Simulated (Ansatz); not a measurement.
Geometry optimisation, RKS PBE-D4/def2-SVP (Ansatz 0.2.0).

Input file:

```yaml
crystal:
  periodic: [false, false, false]
  atoms:
    - { symbol: Ga, position_ang: [-0.280331, 0.687659, -0.621148] }
    - { symbol: H, position_ang: [1.181082, 0.220734, -0.467809] }
    - { symbol: Cl, position_ang: [-1.614341, -0.250351, -2.020784] }
    - { symbol: Cl, position_ang: [-1.047979, 2.33916, 0.518481] }
    - { symbol: H, position_ang: [1.254405, -1.14193, 0.88735] }
    - { symbol: Cl, position_ang: [0.507163, -1.855371, 1.70391] }
basis:
  gaussian: { orbitals: def2-SVP }
hamiltonian:
  xc: pbe
  dispersion: d4
relax:
  f_tol: 0.03
  max_steps: 50
```

Launched with:

```bash
$ ansatz run input.yaml --threads 2 --pin off --max-ram 3072MiB --backend cpu --events-out ev --progress --plain --runs-dir out
```

**Question.** Where does it end, and by what steps?

**Answer.** It converged. After 8 steps the energy has fallen by 0.208 eV; Cl6 moved furthest, 0.72 Å. Joined: Ga1–Cl6.

| step | energy less start (eV) | largest force component (eV/Å) | accepted |
| --- | --- | --- | --- |
| 0 | 0.0000 | 0.363 | yes |
| 1 | -0.0246 | 0.881 | yes |
| 2 | -0.0887 | 0.607 | yes |
| 3 | -0.1406 | 0.529 | yes |
| 4 | -0.1885 | 0.160 | yes |
| 5 | -0.1908 | 0.824 | yes |
| 6 | -0.2056 | 0.079 | yes |
| 7 | -0.2022 | 0.137 | no |
| 8 | -0.2080 | 0.023 | yes |

```xyz
6
Properties=species:S:1:pos:R:3
Ga -0.174 0.608 -0.571
H 1.359 0.583 -0.880
Cl -1.595 -0.439 -1.825
Cl -1.041 2.112 0.722
H 1.368 -1.485 1.190
Cl 0.084 -1.379 1.363
```

The run took 17 s on 2 threads of Arm Neoverse V1, on a shared host, peak memory 0.14 GiB.
